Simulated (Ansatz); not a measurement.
One change: `[OH][Ti]([OH])([Cl])[Cl]` becomes `[CH3][Ti]([OH])([Cl])[Cl]`.

Ansatz, PBE0-D4/def2-TZVP geometries, multiplicity 1. Each molecule was computed in one conformer, which needn't be the lowest.

Scalar relativity is left out up to krypton.

```json
{"property": "HOMO–LUMO gap (ωB97M-V/def2-TZVPP) / eV", "`[OH][Ti]([OH])([Cl])[Cl]`": "10.62"}
{"property": "ideal-gas entropy at 298 K and 1 bar (rigid rotor, harmonic PBE0-D4/def2-TZVP) / J/(mol·K)", "`[OH][Ti]([OH])([Cl])[Cl]`": "382"}
{"property": "LUMO energy (B3LYP/def2-TZVPP) / eV", "`[OH][Ti]([OH])([Cl])[Cl]`": "-2.97"}
{"property": "LUMO energy (ωB97M-V/def2-TZVPP) / eV", "`[OH][Ti]([OH])([Cl])[Cl]`": "-0.52"}
{"property": "HOMO energy (ωB97M-V/def2-TZVPP) / eV", "`[OH][Ti]([OH])([Cl])[Cl]`": "-11.14"}
{"property": "LUMO energy (PBE0/def2-TZVPP) / eV", "`[OH][Ti]([OH])([Cl])[Cl]`": "-2.71"}
```

Question: Give the same properties after the change, and the shifts. (Estimate.)

Answer: Computed: 
```
                                                                                  property  `[CH3][Ti]([OH])([Cl])[Cl]`  shift
                                                   HOMO–LUMO gap (ωB97M-V/def2-TZVPP) / eV                        10.62   0.00
ideal-gas entropy at 298 K and 1 bar (rigid rotor, harmonic PBE0-D4/def2-TZVP) / J/(mol·K)                          394     12
                                                       LUMO energy (B3LYP/def2-TZVPP) / eV                        -2.75   0.22
                                                     LUMO energy (ωB97M-V/def2-TZVPP) / eV                        -0.26   0.26
                                                     HOMO energy (ωB97M-V/def2-TZVPP) / eV                       -10.87   0.27
                                                        LUMO energy (PBE0/def2-TZVPP) / eV                        -2.49   0.22
```

With PBE0 the HOMO rises by 0.46 eV and the LUMO rises by 0.22 eV, so the gap narrows by about 0.24 eV. PBE moves the HOMO by 0.57 eV and ωB97M-V by 0.27 eV. The zero-point energy changes by 57.4 kJ/mol with +6 modes.

B3LYP here is the variant with VWN-RPA as its local correlation; programs differ in this.
